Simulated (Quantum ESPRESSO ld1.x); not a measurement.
The numbers below are computed, except where a source is named.
Question: These are the eigenvalues of the occupied orbitals of an atom or ion with whole-number occupations (eV). Code: ld1.x of Quantum ESPRESSO 7.5. Model: scalar-relativistic Kohn-Sham, LDA (Slater exchange, Perdew-Zunger correlation), spin-polarised, spherical densities, point nucleus.

orbital  eigenvalue
1s up      -48324.0
1s down    -48324.0
2s up      -7935.46
2s down    -7935.38
2p up      -7073.14
2p down    -7073.07
3s up      -1745.71
3s down    -1743.38
3p up      -1477.34
3p down    -1475.03
3d up      -1117.55
3d down    -1115.74
4s up      -347.430
4s down    -342.096
4p up      -259.118
4p down    -253.820
4d up      -136.074
4d down    -130.860
5s up      -45.7233
5s down    -42.8538
5p up      -24.5901
5p down    -22.4365
4f up       -4.1886
6s up       -3.8649
6s down     -3.6101

Which element is it, and in what charge state? The configuration may be excited. Open shells, if any, are filled with parallel spins first.

Answer: Z = 63, europium, charge 0: Eu in [Xe] 4f7 6s2. The list shows which subshells hold electrons but not how many an open one holds; the 1s level, -1775.9 hartree, gives Z - s = 59.6 by -(Z - s)^2/2, which with screening and relativity narrows Z to a few neighbours, and the depths of the outer levels then fix element, charge and occupations together.
